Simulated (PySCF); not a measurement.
# [Er(NH3)6]3+ at several levels of theory

Computed with PySCF 2.14.0 (density fitting, no spin-orbit coupling) at the geometry relaxed with TPSS:

```xyz
25
[Er(NH3)6]3+ (singlet in the valence; each metal's 4f electrons, 11 of them, lie in its core potential, out of spins and levels)
Er    0.0000    0.0000    0.0000
N     0.0219    0.0283    2.5181
H     0.8358    0.5038    2.9485
H    -0.7843    0.5001    2.9665
H     0.0292   -0.9009    2.9768
N    -0.0219   -0.0283   -2.5181
H     0.7843   -0.5001   -2.9665
H    -0.8358   -0.5038   -2.9485
H    -0.0292    0.9009   -2.9768
N     2.5180   -0.0019    0.0050
H     2.9600   -0.4740    0.8148
H     2.9689   -0.4635   -0.8056
H     2.9621    0.9344    0.0124
N     0.0006    2.5176    0.0259
H     0.3963    2.9509    0.8800
H     0.5345    2.9765   -0.7346
H    -0.9328    2.9620   -0.0467
N    -2.5180    0.0019   -0.0050
H    -2.9689    0.4635    0.8056
H    -2.9600    0.4740   -0.8148
H    -2.9621   -0.9344   -0.0124
N    -0.0006   -2.5176   -0.0259
H    -0.5345   -2.9765    0.7346
H    -0.3963   -2.9509   -0.8800
H     0.9328   -2.9620    0.0467
```

```json
{"level": "TPSS", "basis": "Er lcecp-1-SVP with ECP57, N def2-SVP, H def2-SVP", "state": "singlet", "HOMO (eV)": "-19.96", "gap (eV)": "6.78", "charge on Er1 (e)": "1.12", "population of f-type functions on Er1 (polarisation alone where 4f lies in the core)": "0.03", "dipole about the centre of mass (D)": "0.00", "largest force component (eV/Å)": "0.01"}
{"level": "BLYP", "basis": "the same", "state": "singlet", "HOMO (eV)": "-19.67", "gap (eV)": "6.37", "charge on Er1 (e)": "0.95", "population of f-type functions on Er1 (polarisation alone where 4f lies in the core)": "0.03", "dipole about the centre of mass (D)": "0.00", "largest force component (eV/Å)": "0.11"}
{"level": "TPSS", "basis": "Er lcecp-1-TZVP with ECP57, N def2-TZVP, H def2-TZVP", "state": "singlet", "HOMO (eV)": "-19.95", "gap (eV)": "6.80", "charge on Er1 (e)": "1.77", "population of f-type functions on Er1 (polarisation alone where 4f lies in the core)": "0.04", "dipole about the centre of mass (D)": "0.00", "largest force component (eV/Å)": "0.43"}
```

In the lcecp rows the 4f levels are missing from HOMO and gap, and the state counts the valence alone.

Charges are Mulliken's, which hang on the basis. The relaxation used the grid (50, 194), these runs (75, 302) or, all-electron (x2c bases, spin-free X2C Hamiltonian), (99, 590).

A further run in the first row's basis gives HOMO (eV) -25.38, gap (eV) 16.61, charge on Er1 (e) 1.74, population of f-type functions on Er1 (polarisation alone where 4f lies in the core) 0.03, dipole about the centre of mass (D) 0.00, largest force component (eV/Å) 1.29. Which level was it?
A. CAM-B3LYP
B. TPSSh
C. HF

C. The others give HOMO -22.84 eV (CAM-B3LYP); -20.58 eV (TPSSh).

In the first row's basis the gap widens with exact exchange: 6.4 to 6.8 eV for BLYP, TPSS (none); 7.8 eV for TPSSh (a fixed share); 11.6 to 16.6 eV for CAM-B3LYP, Hartree–Fock (rising or full at long range).

No frequency check is given that shows the relaxed geometry to be a minimum. An lcecp potential fixes the number of 4f electrons, so in runs with it no electron can move into or out of that shell.
